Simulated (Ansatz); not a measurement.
`[Cl][GaH][Cl]` + H₂ → `[Cl][GaH2]` + HCl  (hydrogenolysis of a Ga–Cl bond)

Gas-phase electronic energies from Ansatz, PBE0-D4/def2-TZVP geometries. CCSD(T)/CBS adds triple-zeta CCSD(T) − MP2 to the extrapolated MP2 energy (def2 sets, frozen cores). This one scheme is used for every species. Functionals use def2-TZVPP. HSE06 is defined as in plane-wave codes. For Ga outer-core shells are correlated without core-valence functions, which leaves a few kJ/mol of doubt a bond. Scalar relativity is left out up to krypton.

```csv
level,ΔE (eV)
PBE-D4,1.03
revPBE-D4,1.05
BLYP-D4,1.05
revPBE,0.99
HSE06,1.01
CCSD(T)/def2-SVP,1.04
SCS-MP2/def2-TZVPP,1.06
HF/CBS(def2),0.99
```

(1) What does CCSD(T)/CBS give? (Best estimate.)

Largest T1 diagnostic among the species: 0.012.

Results:

(1) Computed: +1.05 eV. The listed levels differ from it by -0.02, 0.00, 0.00, -0.06, -0.04, -0.01, 0.01, -0.06 eV.

The D4 term adds +0.06 eV with B3LYP and +0.03 eV with PBE0; it sums over pairs of atoms, weighted by their polarisabilities, and B3LYP, whose exchange is more repulsive, gets the larger term. Leaving LDA and LC-ωPBE aside and taking each functional with its dispersion term where it has one, the values, not all of them listed here, spread over 0.11 eV, from B97M-V to r2SCAN-D4. LDA lies −0.03 eV from PBE without D4.

B3LYP here is the variant with VWN-RPA as its local correlation; programs differ in this.
